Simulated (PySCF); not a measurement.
C5H4Cl2O2.
Geometry (PBE0-D3(BJ)/def2-SVP, Å), atoms numbered from 1 in this order:
```xyz
13
C5H4Cl2O2 angstrom
C      2.9577    0.4144   -0.2914
O      1.5421    0.5215   -0.3104
C      0.8843   -0.4870    0.2549
O      1.4004   -1.4472    0.7612
C     -0.5531   -0.2842    0.1850
C     -1.7596   -0.1817    0.1685
C     -3.2028   -0.0745    0.1488
Cl    -3.7873    0.2363   -1.5069
Cl    -3.7455    1.1909    1.2818
H      3.3380    1.3196   -0.7772
H      3.2876   -0.4812   -0.8382
H      3.3293    0.3475    0.7415
H     -3.6753   -1.0095    0.4762
```

Method: PySCF 2.14.0, density-fitted response routines, TDDFT PBE0/def2-SVPD, vertical, gas phase, core orbitals frozen in the response.

Ground-to-excited transition dipoles (e·a0, same axes as the geometry; the sign carries no meaning), for the states with f of 0.002 or more among the lowest 10:

```json
{"state": "S2", "E (eV)": "5.513", "μx": "-0.325", "μy": "0.066", "μz": "-0.081"}
{"state": "S3", "E (eV)": "5.539", "μx": "0.834", "μy": "-0.211", "μz": "-0.009"}
{"state": "S7", "E (eV)": "6.476", "μx": "-0.958", "μy": "-0.237", "μz": "0.172"}
{"state": "S8", "E (eV)": "6.537", "μx": "0.006", "μy": "0.091", "μz": "-0.073"}
{"state": "S9", "E (eV)": "6.658", "μx": "0.451", "μy": "-0.276", "μz": "-0.018"}
{"state": "S10", "E (eV)": "6.688", "μx": "0.410", "μy": "-0.189", "μz": "0.194"}
```

Task: Work out the oscillator strengths.

Result: f = (2/3) ΔE |μ|² with ΔE in hartree (27.2114 eV).

| state | \|μ\|² (au) | \|μ\| (D) | f |
| --- | --- | --- | --- |
| S2 | 0.117 | 0.87 | 0.016 |
| S3 | 0.740 | 2.19 | 0.100 |
| S7 | 1.003 | 2.55 | 0.159 |
| S8 | 0.014 | 0.30 | 0.002 |
| S9 | 0.280 | 1.34 | 0.046 |
| S10 | 0.242 | 1.25 | 0.040 |

Task: What angle do the transition dipoles of S9 and S10 make?

Result: |cos θ| = |μa·μb| / (|μa| |μb|) = 0.90, so θ ≈ 26° (taken between 0 and 90°, since the signs are arbitrary).

Task: How is the summed strength of these states shared among x, y and z?

Result: (2/3) Σ ΔE μα² gives 0.315 for x, 0.035 for y and 0.013 for z, 0.363 in all.

Task: What peak molar absorption coefficient would the strongest computed level give as a lone Gaussian band 0.4 eV wide at half height?

Result: ε(max) = 2.175×10⁸ f / FWHM, with the width in cm⁻¹. S7: 2.175×10⁸ × 0.1592 / 3226 ≈ 11000 L mol⁻¹ cm⁻¹.

All these states lie below the vertical ionisation energy of 10.41 eV (ΔSCF).

On one thread, Arm Neoverse V1 (shared host), this took 4.9 min of wall time.

One conformer stands for the species.
